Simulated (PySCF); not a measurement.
ClH9Si4.
Bonds: Si1–Si2, Si2–Si3, Si2–Si4, Si4–Cl5. Hydrogens: H6, H7, H8 on Si1; H9 on Si2; H10, H11, H12 on Si3; H13, H14 on Si4.

Computed geometry: GFN2-xTB, gas phase.

(1) What internal coordinates does the optimisation give?

Results:

(1) 
| bond | length (Å) |
| --- | --- |
| Si1–Si2, Si2–Si3 | 2.333 |
| Si2–Si4 | 2.332 |
| Si4–Cl5 | 2.038 |
| Si1–H6 and 5 like bonds | 1.465 |
| Si2–H9 | 1.484 |
| Si4–H13, Si4–H14 | 1.464 |

Bonds in one row agree within 0.01 Å and their mean is given. A selection of angles:
| angle | degrees |
| --- | --- |
| Si2–Si1–H6 | 113.3 |
| Si2–Si1–H7 | 110.9 |
| H6–Si1–H7 | 106.6 |
| Si1–Si2–Si3 | 113.5 |
| Si1–Si2–Si4 | 114.7 |
| Si1–Si2–H9 | 106.8 |
| Si3–Si2–Si4 | 111.0 |
| Si3–Si2–H9 | 105.4 |
| Si4–Si2–H9 | 104.4 |
| H10–Si3–H11 | 106.3 |
| Si2–Si4–Cl5 | 109.6 |
| Si2–Si4–H13 | 116.8 |
| Si2–Si4–H14 | 113.6 |
| Cl5–Si4–H13 | 104.9 |
| H13–Si4–H14 | 106.0 |

Torsions: Si1–Si2–Si4–Cl5 -2° (synperiplanar). The mirror-image conformer, all signs reversed, is as good.

Si4 (chlorine-bound silicon) is distorted tetrahedral (angles from 104.9° to 116.8°). Si1 (SiH3 silicon) is distorted tetrahedral (angles from 106.6° to 113.3°). Si2 (SiH silicon) is distorted tetrahedral (angles from 104.4° to 114.7°).

Point group: C1 (no symmetry element, even within 0.4 Å). No GFN2-xTB frequencies stand behind this structure, so it isn't proved a minimum. The numbers are those of one conformer.
